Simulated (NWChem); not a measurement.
System: CH7FSi2; SMILES C[SiH2][SiH2]F

Here is an NWChem input.

```
start job
memory heap 200 mb stack 900 mb global 1100 mb
geometry units angstroms noautoz
  Si     0.387365     1.226513    -0.266825
  F     -0.897304     1.940093     0.430601
  Si     0.490234    -1.054632     0.283132
  C     -1.011882    -2.046566    -0.310241
  H      0.266369     1.412480    -1.742051
  H      1.615589     1.936342     0.191831
  H      1.735653    -1.578924    -0.355212
  H      0.655973    -1.203511     1.758158
  H     -1.126798    -1.979532    -1.397536
  H     -1.934230    -1.677491     0.150918
  H     -0.901788    -3.104204    -0.046445
end
basis spherical
  * library 6-31g*
end
dft
  xc bhlyp
  iterations 150
  vectors input atomic output neutral.movecs
end
task dft energy
charge 1
dft
  odft
  mult 2
  vectors input atomic output cation.movecs
end
task dft energy
```

Structure relaxed at the B3LYP/6-31G* (spherical d) level.

Ions are spin-unrestricted doublets at the neutral geometry; other ion states weren't tried.

Task: Predict the main results of this run. (BHandHLYP/6-31G* (spherical d), vertical spin-unrestricted ions.) Quantities: vertical ionisation energy, ΔSCF (eV); −ε(HOMO) (eV).

Result: The vertical ionisation energy, ΔSCF (eV) comes out as 10.24. The −ε(HOMO) (eV) is 9.09.
